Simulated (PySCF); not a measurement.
Compound: C7H9O3S (charge -1).
SMILES with atom numbers: `[CH3:1][C:2]#[C:3][CH2:4]/[CH:5]=[CH:6]\[CH2:7][S:8](=[O:9])(=[O:10])[O-:11]` (hydrogens: H12, H13, H14 on C1; H15, H16 on C4; H17 on C5; H18 on C6; H19, H20 on C7)

Computed with PySCF 2.14.0, PBE0-D3(BJ)/def2-SVP geometry optimisation, gas phase.

Question: What internal coordinates does the optimisation give?

Answer: 
```tsv
bond	length (Å)
C1–C2	1.455
C2≡C3	1.214
C3–C4	1.461
C4–C5	1.504
C5=C6	1.339
C6–C7	1.485
C7–S8	1.842
S8=O9, S8=O10, S8–O11	1.479
C1–H12, C1–H13, C1–H14	1.103
C4–H15, C4–H16	1.103
C5–H17	1.096
C6–H18	1.095
C7–H19, C7–H20	1.099
```

Bonds in one row agree within 0.01 Å and their mean is given. A selection of angles:
```tsv
angle	degrees
C2–C1–H12	111.5
H12–C1–H13	107.3
C1–C2–C3	179.4
C2–C3–C4	179.4
C3–C4–C5	113.3
C3–C4–H15	109.4
C3–C4–H16	111.9
C5–C4–H15	108.6
H15–C4–H16	102.7
C4–C5–C6	125.5
C4–C5–H17	115.8
C6–C5–H17	118.7
C5–C6–C7	126.5
C5–C6–H18	117.2
C7–C6–H18	116.2
C6–C7–S8	112.8
C6–C7–H19	113.2
C6–C7–H20	112.0
S8–C7–H19	105.0
H19–C7–H20	108.5
C7–S8–O9	103.1
O9–S8–O10	115.1
O9–S8–O11	114.0
```

Dihedral angles: C3–C4–C5–C6 125° (anticlinal); C4–C5–C6–C7 -1° (synperiplanar); C5–C6–C7–S8 79° (synclinal); C6–C7–S8–O9 175° (antiperiplanar). The mirror-image conformer, all signs reversed, is as good.

Of the pairs four or more bonds apart, O11···H16 is among the closest relative to their van der Waals radii: 2.33 Å, 86 % of the sum of Bondi's values. C5 (alkene CH carbon) is planar (angles 125.5°, 118.7° and 115.8°, sum 360.0°, 0.01 Å off the plane of its three neighbours). S8 (sulfonyl sulfur) is distorted tetrahedral (angles from 103.1° to 115.1°). C6 (alkene CH carbon) is planar (angles 126.5°, 117.2° and 116.2°, sum 359.9°, 0.03 Å off the plane of its three neighbours). The 6 C–C bonds span 1.214 Å (C2≡C3, drawn triple) to 1.504 Å (C4–C5, drawn single), a spread of 0.290 Å.

Point group: C1 (no symmetry element, even within 0.4 Å). Not checked by PBE0-D3(BJ)/def2-SVP frequencies.
